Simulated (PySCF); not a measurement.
CH₅F₃Si₂, SMILES F[Si@H]([SiH](F)F)C. Geometry optimised at PBE0-D3(BJ)/def2-SVP. The structure was generated by enumeration; whether it is a known compound was not checked. The values are those of a single conformer.

Q: Give the equilibrium geometry at PBE0-D3(BJ)/def2-SVP (PySCF confirms it by a frequency run) as a Z-matrix. (An estimate is asked for; the answer gives what the named calculation found.)

A: One answer among several that fit: 
```
Si
F 1 1.6348
H 1 1.4918 2 107.91
C 1 1.8626 3 111.49 2 -120.38
H 4 1.1006 1 111.33 3 177.38
H 4 1.1008 5 108.32 1 122.21
H 4 1.1019 5 108.20 6 117.18
Si 1 2.3430 3 110.11 2 116.51
F 8 1.6195 1 110.66 3 -42.99
F 8 1.6238 9 106.94 1 -115.49
H 8 1.4873 9 107.68 10 -115.44
```
Charge 0, spin multiplicity 1.
